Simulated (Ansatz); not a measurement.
Born–Oppenheimer molecular dynamics of CH2STe (5 atoms, charge 0, multiplicity 1). It starts from a relaxed structure.

Method: UHF/def2-SVP (Ansatz 0.2.0).

```json
{
 "ensemble": "NVE (velocity Verlet)",
 "time step": "1 fs",
 "steps asked": "100",
 "starting velocities drawn for": "50 K",
 "seed": "786200"
}
```

Frames 1 fs apart, positions in Å.

Velocities at 10.0 fs (Å/ps):

```
C 0.60 -0.95 0.58
S -1.24 -0.38 0.39
Te 0.27 0.13 -0.13
H -0.47 8.23 2.05
H -1.27 -1.20 -4.58
```

```xyz
5
Properties=species:S:1:pos:R:3 time_fs=10.0 energy_less_start_eV=0.010 T=25
C -0.271 0.237 -0.164
S -0.373 -1.157 0.957
Te 1.791 -0.377 0.093
H -0.472 1.197 0.295
H -0.684 0.107 -1.157
5
Properties=species:S:1:pos:R:3 time_fs=11.0 energy_less_start_eV=0.012 T=20
C -0.270 0.236 -0.164
S -0.374 -1.157 0.957
Te 1.791 -0.377 0.093
H -0.472 1.206 0.297
H -0.684 0.106 -1.162
5
Properties=species:S:1:pos:R:3 time_fs=12.0 energy_less_start_eV=0.015 T=13
C -0.270 0.235 -0.163
S -0.375 -1.157 0.958
Te 1.791 -0.376 0.093
H -0.473 1.211 0.296
H -0.684 0.103 -1.165
5
Properties=species:S:1:pos:R:3 time_fs=13.0 energy_less_start_eV=0.015 T=14
C -0.269 0.235 -0.162
S -0.376 -1.157 0.958
Te 1.792 -0.376 0.093
H -0.473 1.212 0.293
H -0.682 0.101 -1.165
5
Properties=species:S:1:pos:R:3 time_fs=14.0 energy_less_start_eV=0.011 T=22
C -0.270 0.235 -0.160
S -0.377 -1.158 0.958
Te 1.792 -0.376 0.093
H -0.472 1.209 0.287
H -0.677 0.098 -1.162
5
Properties=species:S:1:pos:R:3 time_fs=15.0 energy_less_start_eV=0.008 T=29
C -0.270 0.235 -0.159
S -0.378 -1.158 0.958
Te 1.792 -0.376 0.093
H -0.472 1.204 0.279
H -0.672 0.095 -1.156
5
Properties=species:S:1:pos:R:3 time_fs=16.0 energy_less_start_eV=0.010 T=25
C -0.270 0.235 -0.158
S -0.379 -1.158 0.958
Te 1.792 -0.376 0.092
H -0.472 1.198 0.272
H -0.665 0.091 -1.151
5
Properties=species:S:1:pos:R:3 time_fs=17.0 energy_less_start_eV=0.013 T=18
C -0.270 0.235 -0.156
S -0.379 -1.158 0.958
Te 1.792 -0.376 0.092
H -0.472 1.196 0.266
H -0.659 0.086 -1.147
5
Properties=species:S:1:pos:R:3 time_fs=18.0 energy_less_start_eV=0.013 T=19
C -0.271 0.235 -0.154
S -0.380 -1.158 0.958
Te 1.792 -0.376 0.092
H -0.475 1.198 0.262
H -0.654 0.081 -1.146
5
Properties=species:S:1:pos:R:3 time_fs=19.0 energy_less_start_eV=0.009 T=27
C -0.271 0.234 -0.153
S -0.380 -1.157 0.957
Te 1.792 -0.376 0.092
H -0.478 1.205 0.261
H -0.650 0.075 -1.148
5
Properties=species:S:1:pos:R:3 time_fs=20.0 energy_less_start_eV=0.008 T=30
C -0.271 0.233 -0.151
S -0.381 -1.157 0.957
Te 1.792 -0.376 0.092
H -0.483 1.214 0.261
H -0.646 0.068 -1.152
5
Properties=species:S:1:pos:R:3 time_fs=21.0 energy_less_start_eV=0.011 T=23
C -0.271 0.232 -0.149
S -0.381 -1.157 0.957
Te 1.793 -0.376 0.092
H -0.488 1.222 0.262
H -0.643 0.062 -1.157
```

Of the whole run (100 fs, mean temperature of the second half 26 K): The conserved energy stayed within 0.12 meV per atom of its start (net change 0.015 meV per atom), so the integration is sound. The temperature averaged 0.52 of the 50 K drawn at the start: a run that starts near a minimum puts about half its kinetic energy into the potential. A run of 0.1 ps of so small a system gives no equilibrium averages.

The run took 3.1 min on 1 thread of Arm Neoverse V1, on a shared host, peak memory 0.17 GiB.
